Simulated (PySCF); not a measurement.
Computed shifts of a molecule C3H10ClNSi, B3LYP/pcSseg-1 in PySCF, GIAO, gas phase, atoms alike by connectivity averaged where their shifts nearly agree, in ppm (number of nuclei): ¹³C: 44.5 (1), 26.7 (1), -2.6 (1). ¹⁵N: 48.7 (1). ²⁹Si: 19.2 (1). ¹H: 5.16 (1), 2.52 (1), 1.31 (3), 0.97 (1), 0.64 (3), 0.03 (1). References: ¹³C against TMS (σ = 181.3 ppm); ¹⁵N against NH3 (σ = 265.5 ppm); ²⁹Si against TMS (σ = 338.7 ppm); ³⁵Cl against HCl (σ = 933.3 ppm); ¹H against TMS (σ = 31.68 ppm), references at their B3LYP-D3(BJ)/def2-TZVP geometries, non-relativistic (without spin–orbit terms, shifts of atoms bonded to Cl or Br come out too high). Geometry: PBE0-D3(BJ)/def2-SVP. One conformer was computed; it need not be the lowest.

Which molecule gave these data?
A. C[C@@H](N)[Si@H](C)Cl
B. CC[Si@@](C)(N)Cl
C. CC(C)N[SiH2]Cl
D. CCC[Si@H](N)Cl

A, C[C@@H](N)[Si@H](C)Cl
